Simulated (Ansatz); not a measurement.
Calculated with Ansatz (gas phase, PBE0-D4/def2-TZVP geometries, no zero-point term in ΔE). CCSD(T)/CBS is the MP2 limit (def2-TZVPP, def2-QZVPP) plus CCSD(T) − MP2 in def2-TZVPP, frozen cores. Functionals use def2-TZVPP. Elements past krypton have def2 core potentials. For Cd, I outer-core shells are correlated without core-valence functions, which leaves a few kJ/mol of doubt a bond. One conformer a species, not always the lowest.

Reaction (redistribution): `CBI` + `[F][Cd][SH]` → `BI` + `C[S][Cd][F]`

```csv
species,ωB97X-V energy (Eh)
`CBI`,-363.08584
`[F][Cd][SH]`,-666.38499
`BI`,-323.74714
`C[S][Cd][F]`,-705.69305
```

**Question.** Work out ΔE.

**Answer.** ΔE = (-323.74714) + (-705.69305) − (-363.08584) − (-666.38499) = 0.03064 Eh = +80.4 kJ/mol. CCSD(T)/CBS gives +80.6 kJ/mol.

Largest T1 diagnostic among the species: 0.016.

At CCSD(T), def2-SVP lies +3.7 kJ/mol from the extrapolated value and def2-TZVPP −0.3 kJ/mol. Leaving LDA and LC-ωPBE aside and taking each functional with its dispersion term where it has one, the values, not all of them listed here, spread over 14.5 kJ/mol, from BLYP-D4 to B97M-V. LDA lies +8.8 kJ/mol from PBE without D4.
